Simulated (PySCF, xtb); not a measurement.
C5H5F, SMILES C(C=C=C)(F)=C. Other conformers were not sampled.

Harmonic wavenumbers (cm⁻¹) from GFN2-xTB in xtb at its own minimum, in rising order: 87, 120, 311, 336, 391, 397, 601, 634, 703, 835, 846, 849, 875, 929, 951, 1114, 1237, 1296, 1373, 1426, 1677, 2072, 3057, 3074, 3081, 3137, 3176.

Problem. What does PBE0-D3(BJ)/def2-SVP run with PySCF give at its own minimum? (Estimate from the structure and the level; the computed values follow.)

Solution. 104, 138, 341, 371, 431, 438, 650, 704, 731, 856, 878, 892, 897, 962, 980, 1110, 1294, 1379, 1389, 1473, 1746, 2088, 3144, 3188, 3203, 3236, 3315. Paired by order, the mean absolute difference is 51 cm⁻¹ and the zero-point energies are 49.4 and 51.4 kcal/mol.
